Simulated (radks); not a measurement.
Task: The mean radii <r> (bohr) of the occupied orbitals of an atom or ion are listed with their occupations. Method: Dirac Kohn-Sham, PBE, spin-unpolarised, spherical densities, finite nucleus; Fermi nuclear charge, rms radius of each element as measured or else 0.836 A^(1/3) + 0.57 fm; computed with a radial shooting solver on a logarithmic mesh with Libxc functionals.

| orbital | occ. | <r> |
|---|---|---|
| 1s1/2 | 2 | 0.09687 |
| 2s1/2 | 2 | 0.4787 |
| 2p1/2 | 2 | 0.4407 |
| 2p3/2 | 4 | 0.4430 |
| 3s1/2 | 2 | 1.637 |
| 3p1/2 | 2 | 1.891 |
| 3p3/2 | 1 | 1.898 |

Name the element and its charge. Open shells, if any, fill j = l - 1/2 first.

Result: Z = 16, sulfur, charge +1: S+ in [Ne] 3s2 3p3. The 1s radius gives Z: for a bare nucleus <r> = (2 gamma + 1)/(2Z) with gamma = sqrt(1 - (Z/c)^2), 0.09332 bohr for Z = 16, and screening makes it slightly larger (0.09687 here). The occupations add up to 15, and the charge is Z minus that.
